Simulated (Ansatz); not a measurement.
Species: beryllium atom, Be, charge 0, multiplicity 1.

Computed values are from Ansatz (a first-principles code). Correlated levels leave the core frozen unless marked. Open shells are spin-unrestricted. No spin-orbit coupling. No relativistic terms. CBS(X,Y): correlation extrapolated as X^-3; Hartree-Fock from the larger set.

The Hartree-Fock reference is unstable (checked in the largest basis), which strains HF and MP2. 

What is the T1 diagnostic at CCSD/def2-QZVPP?

0.021.

What is the ionisation energy (to the doublet) at CCSD(T)/CBS(def2-TZVPPD,def2-QZVPPD)?

9.29 eV.

What is the total energy at CCSD(T)/CBS(def2-TZVPPD,def2-QZVPPD)?

-14.6188 Eh.

What is the triplet-singlet gap at CCSD(T)/CBS(def2-TZVPPD,def2-QZVPPD)?

2.72 eV.
